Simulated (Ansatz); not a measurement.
Stretching the Cd1–H2 bond in BrCdH (SMILES [Br][CdH]) (multiplicity 1 held, fragments rigid). Energies count from the point at 1.659 Å.
Geometry at that point (charge 0, multiplicity 1):
```xyz
3

Cd     0.0000     0.0000    -0.9978
H      0.0000     0.0000    -2.6564
Br     0.0000     0.0000     1.4443
```

U- levels take the lowest unrestricted solution at each point, which mixes spins at long bonds. Active spaces are followed from a long bond inwards. Levels need not reach the same state.

Correlated levels freeze the cores. Filled d and f shells under p-block atoms count as core.

Run with Ansatz (Gaussian basis) for Hartree–Fock, density functionals and correlated methods. Values without a source in brackets are computed. In def2 rows elements past Kr take small-core potentials, without spin–orbit coupling.

Energies in kJ/mol.

```tsv
R (Å)	U-CCSD/def2-SVP	FIC-NEVPT4(SD) on CASSCF(2,2)/def2-SVP	FIC-MRCISD on CASSCF(2,2)/def2-SVP	FIC-MRCISD+Q on CASSCF(2,2)/def2-SVP
1.327	114	114	119	115
1.493	22	23	25	23
1.659	0	0	0	0
1.824	13	12	11	12
1.990	43	41	39	41
2.239	99	96	93	97
2.488	159	150	146	151
2.903	234	219	215	220
3.317	270	257	254	259
3.815	282	277	274	279
4.478	284	285	282	287
5.308	285	286	284	288
```

Doubts at one or more of the structures used: a spin-contaminated determinant (U-CCSD/def2-SVP); T1 above 0.05 (U-CCSD/def2-SVP).

Ansatz is a first-principles code.
